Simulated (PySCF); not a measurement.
Species: CH6Si3, SMILES `[SiH]1[SiH2][Si]=1C` (charge 0, multiplicity 1).

Q: What is the computed HOMO, dipole moment and LUMO (ωB97X-D3(BJ)/def2-TZVP // PBE0-D3(BJ)/def2-TZVP run with PySCF)?

A: 
```yaml
HOMO: -7.88 eV
dipole_moment: 1.89 D
LUMO: 0.57 eV
```
